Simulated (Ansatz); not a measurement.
Gas-phase electronic energies from Ansatz, PBE0-D4/def2-TZVP geometries. CCSD(T)/CBS is the MP2 limit (def2-TZVPP, def2-QZVPP) plus CCSD(T) − MP2 in def2-TZVPP, frozen cores. This one scheme is used for every species. For Ge outer-core shells are correlated without core-valence functions, which leaves a few kJ/mol of doubt a bond. Scalar relativity is left out up to krypton. One conformer a species, not always the lowest.

Consider the germylene formation by 1,1-elimination: `[OH][GeH]([OH])[O][SiH3]` → `[SiH3][O][GeH]` + hydrogen peroxide.

```json
{"species": "`[OH][GeH]([OH])[O][SiH3]`", "CCSD(T)/CBS(def2) energy (Eh)": "-2594.44398"}
{"species": "`[SiH3][O][GeH]`", "CCSD(T)/CBS(def2) energy (Eh)": "-2442.79250"}
{"species": "`OO`", "CCSD(T)/CBS(def2) energy (Eh)": "-151.44260"}
```

**Question.** Work out ΔE.

**Answer.** ΔE = (-2442.79250) + (-151.44260) − (-2594.44398) = 0.20888 Eh = +131.1 kcal/mol.

Largest T1 diagnostic among the species: 0.014.

The D4 term adds +2.9 kcal/mol with B3LYP and +1.6 kcal/mol with PBE0; it sums over pairs of atoms, weighted by their polarisabilities, and B3LYP, whose exchange is more repulsive, gets the larger term. From PBE to PBE0 (25 % exact exchange), in def2-TZVPP and without D4, ΔE moves by +8.4 kcal/mol.

B3LYP here is the variant with VWN-RPA as its local correlation; programs differ in this.
